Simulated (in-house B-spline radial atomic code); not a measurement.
# Ionising Co6+ with different functionals

Computed with a B-spline radial code for spherical atoms: four-component Dirac-Coulomb Hamiltonian, Fermi nucleus of rms radius 3.7875 fm, spin-restricted, spherical fractional occupations for the functionals. The ionisation energy is the difference of two self-consistent energies, [Ar] 3d3 → [Ar] 3d2, without Breit or QED terms; ε is the level of the shell that loses the electron (mean over j). The electron is taken from both j subshells in proportion to 2j + 1, so the result is a j average, not the step between ground levels.

Hybrids are left out here: with spherical fractional occupations of an open shell their exact exchange keeps a self-interaction that integer-occupation calculations don't have.

```
           method  rung  ΔSCF (eV)  -ε(3d) (eV)
         LDA VWN5   LDA     128.03       114.60
 relativistic LDA   LDA     128.05       114.62
         LDA PW92   LDA          ?            ?
LDA exchange-only   LDA          ?            ?
              PBE   GGA     127.71       114.28
           PBEsol   GGA     127.67       114.24
             BLYP   GGA     127.65       114.23
             RPBE   GGA     127.63       114.21
             PW91   GGA     127.88       114.45
             BP86   GGA     127.78       114.35
             AM05   GGA     127.71       114.28
             OLYP   GGA     128.20       114.75
```

(1) What does LDA exchange-only give?

(2) What does LDA PW92 give?

(3) How do they compare with the NIST value?

Answers

(1) ΔSCF 125.97 eV, and -ε(3d) = 112.56 eV.

(2) ΔSCF 128.02 eV, and -ε(3d) = 114.58 eV.

(3) NIST lists 128.9 eV ± 0.5 (semi-empirical, ground level to ground level). Errors run from -2.93 to -0.70 eV. The correlated functionals all miss on the same side by more than they spread, so the cause is common to them (Breit-QED terms, spin polarisation, the choice among j levels, multiplet and fine-structure energies, or a listed next ion that isn't the cheapest removal here) and closeness doesn't rank the functionals.
